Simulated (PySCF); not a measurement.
Isomers of CH7NOSi2, one GFN2-xTB conformer each. Single-point energies are computed at PBE0/pcSseg-1 (PySCF, gas phase, no added dispersion term), electronic only.

```
            SMILES  GFN2-xTB relative energy (kcal/mol)
O=CN([SiH3])[SiH3]                                  0.0
  O=CN[SiH2][SiH3]                                 27.4
```

Conformers: `[O:1]=[CH:2][NH:3][SiH2:4][SiH3:5]` with O1–C2–N3–Si4 0°, C2–N3–Si4–Si5 0°.

**Question.** What does PBE0/pcSseg-1 give for the same structures?

**Answer.** 
```json
{"SMILES": "O=CN([SiH3])[SiH3]", "PBE0/pcSseg-1 E (Eh)": "-750.83008", "PBE0/pcSseg-1 (kcal/mol)": "0.0", "GFN2-xTB (kcal/mol)": "0.0", "point group": "Cs"}
{"SMILES": "O=CN[SiH2][SiH3]", "PBE0/pcSseg-1 E (Eh)": "-750.82027", "PBE0/pcSseg-1 (kcal/mol)": "6.2", "GFN2-xTB (kcal/mol)": "27.4", "point group": "Cs"}
```

Both levels put the same isomer lowest. As drawn, the higher has an N–H bond and an Si–Si bond, which the lower lacks.

**Question.** Which frontier levels, dipoles and rotational constants go with these structures?

**Answer.** 
```
            SMILES  HOMO (eV, PBE0/pcSseg-1)  LUMO (eV)  dipole (D)     A, B, C (MHz)
O=CN([SiH3])[SiH3]                     -7.98       0.02        2.87  4825, 2362, 1649
  O=CN[SiH2][SiH3]                     -7.66      -0.14        3.51  4033, 2867, 1742
```
